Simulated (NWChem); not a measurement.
System: AlN₃H₆; SMILES [NH2][Al]([NH2])[NH2]

Here is an NWChem input.

```
start job
memory heap 200 mb stack 900 mb global 1100 mb
geometry units angstroms noautosym nocenter noautoz
  Al     0.000022    -0.000027     0.000056
  N      1.678245     0.586529     0.000017
  H      1.967824     1.525759    -0.243892
  H      2.489960     0.032356     0.243954
  N     -0.331187    -1.746677     0.000030
  H     -1.217048    -2.172441     0.243911
  H      0.337313    -2.467153    -0.243948
  N     -1.347031     1.160115     0.000028
  H     -2.305235     0.941357    -0.243884
  H     -1.272863     2.140184     0.243878
end
basis spherical
  * library 6-31+g*
end
dft
  xc xpbe96 cpbe96
  iterations 150
end
tddft
  cis
  nroots 8
  notriplet
end
task tddft energy
```

Geometry: optimised at PBE0/def2-SVP.

Vertical excitations in the gas phase.

Question: Give the results of this calculation. (PBE/6-31+G* (spherical d), TDA.) Quantities: lowest excitation, singlet (eV); oscillator strength of that lowest state; lowest state with f > 0.02, singlet (eV); oscillator strength of that bright state; orbital gap (eV).

Answer: 
| Quantity | Value |
|---|---|
| lowest excitation, singlet (eV) | 4.45 |
| oscillator strength of that lowest state | 0.007 |
| lowest state with f > 0.02, singlet (eV) | 5.26 |
| oscillator strength of that bright state | 0.054 |
| orbital gap (eV) | 4.38 |
